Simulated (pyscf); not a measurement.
## H₃Si–O–GaH₂, singlet

Gas-phase minimum from PySCF at ωB97X-D3(BJ)/def2-SVP, one conformer. 

SMILES: [GaH2][O][SiH3]
```xyz
8

Si    -1.7823    -0.8170    -0.6646
O     -0.5661    -0.9127    -1.7809
Ga     0.6701     0.1665    -2.4839
H     -1.5473    -1.7949     0.4376
H     -3.0944    -1.1272    -1.3042
H     -1.8583     0.5559    -0.0715
H      1.5852    -0.5050    -3.5473
H      0.6791     1.6336    -1.9499
```

Bond lengths (Å): Si1–O2 1.654, Si1–H4 1.492, Si1–H5 1.492, Si1–H6 1.498, O2–Ga3 1.785, Ga3–H7 1.555, Ga3–H8 1.561. Bond angles (°): O2–Si1–H4 110.2, O2–Si1–H5 110.2, O2–Si1–H6 111.0, H4–Si1–H5 108.6, H4–Si1–H6 108.4, H5–Si1–H6 108.4, Si1–O2–Ga3 137.7, O2–Ga3–H7 114.6, O2–Ga3–H8 115.9, H7–Ga3–H8 129.5.

Properties at ωB97X-D3(BJ)/def2-SVP:

```
Item                                                                                                                                                                                                                Result
---------------------------------------------------------------------------------------------------------------------  ---------------------------------------------------------------------------------------------------
Harmonic wavenumbers, unscaled                                                                                         60, 102, 132, 504, 551, 638, 745, 748, 755, 969, 974, 1013, 1035, 2031, 2056, 2224, 2249, 2258 cm⁻¹
Zero-point energy                                                                                                                                                                                            27.2 kcal/mol
Rotational symmetry number                                                                                                                                                                                               1
Entropy of this conformer at 298 K and 1 atm, rigid rotor and harmonic oscillator, modes under 100 cm⁻¹ raised to 100                                                                                      326.2 J/(mol K)
Dipole moment                                                                                                                                                                                                       1.33 D
```

Single-point totals, which compare only within one level (frozen core for MP2 and CC):

```json
[
 {"level": "ωB97X-D3(BJ)/def2-TZVP", "total energy (hartree)": "-2292.67452"},
 {"level": "PBE/def2-TZVP", "total energy (hartree)": "-2292.12923"},
 {"level": "r²SCAN/def2-TZVP", "total energy (hartree)": "-2292.59055"},
 {"level": "B3LYP-D3(BJ)/def2-TZVP", "total energy (hartree)": "-2292.75612"},
 {"level": "PBE0-D3(BJ)/def2-TZVP", "total energy (hartree)": "-2292.20698"},
 {"level": "M06-2X/def2-TZVP", "total energy (hartree)": "-2292.60695"},
 {"level": "ωB97M-D3(BJ)/def2-TZVP", "total energy (hartree)": "-2292.75146"},
 {"level": "HF/def2-TZVPP", "total energy (hartree)": "-2290.06154"},
 {"level": "MP2/def2-TZVPP", "total energy (hartree)": "-2290.65889"},
 {"level": "CCSD/def2-TZVPP", "total energy (hartree)": "-2290.68388"},
 {"level": "CCSD(T)/def2-TZVPP", "total energy (hartree)": "-2290.70595"}
]
```

Soft torsions are taken as harmonic, which can shift the entropy by several J/(mol K). The CCSD(T) − MP2 part came from Ansatz, without density fitting, on the same reference. The frozen core leaves the outer d or s,p core shells of the metals and heavy elements correlated in the MP2 and CC values, and def2-TZVPP describes them poorly, so these totals are far from the basis limit. Elements up to Kr have no core potential and no relativistic terms here.
